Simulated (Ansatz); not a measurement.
Start from `C=C[Si](F)(F)F` and change one atom or group to get `C=C[Se][Si](F)(F)F`.

Ansatz, PBE0-D4/def2-TZVP geometries, multiplicity 1. Each molecule was computed in one conformer, which needn't be the lowest.

Scalar relativity is left out up to krypton.

| property | `C=C[Si](F)(F)F` |
| --- | --- |
| HOMO–LUMO gap (PBE0/def2-TZVPP) / eV | 7.71 |
| HOMO–LUMO gap (PBE/def2-TZVPP) / eV | 5.52 |
| size of the dipole moment (PBE/def2-TZVPP) / D | 2.46 |
| LUMO energy (B3LYP/def2-TZVPP) / eV | -1.41 |
| HOMO energy (B3LYP/def2-TZVPP) / eV | -8.63 |
| LUMO energy (ωB97M-V/def2-TZVPP) / eV | 0.98 |

What does the change do to each property? (Best estimate.)

The calculation gave: 
```tsv
property	`C=C[Se][Si](F)(F)F`	shift
HOMO–LUMO gap (PBE0/def2-TZVPP) / eV	6.57	-1.14
HOMO–LUMO gap (PBE/def2-TZVPP) / eV	4.39	-1.13
size of the dipole moment (PBE/def2-TZVPP) / D	2.27	-0.19
LUMO energy (B3LYP/def2-TZVPP) / eV	-1.19	0.22
HOMO energy (B3LYP/def2-TZVPP) / eV	-7.30	1.33
LUMO energy (ωB97M-V/def2-TZVPP) / eV	1.15	0.17
```

With PBE0 the HOMO rises by 1.35 eV and the LUMO rises by 0.22 eV, so the gap narrows by about 1.13 eV. PBE moves the HOMO by 1.36 eV and ωB97M-V by 1.44 eV. Dipoles are sizes alone; their direction can turn.

B3LYP here is the variant with VWN-RPA as its local correlation; programs differ in this.

Spin–orbit coupling is left out; it splits and shifts lone-pair levels of the heavy atoms by tenths of an eV.
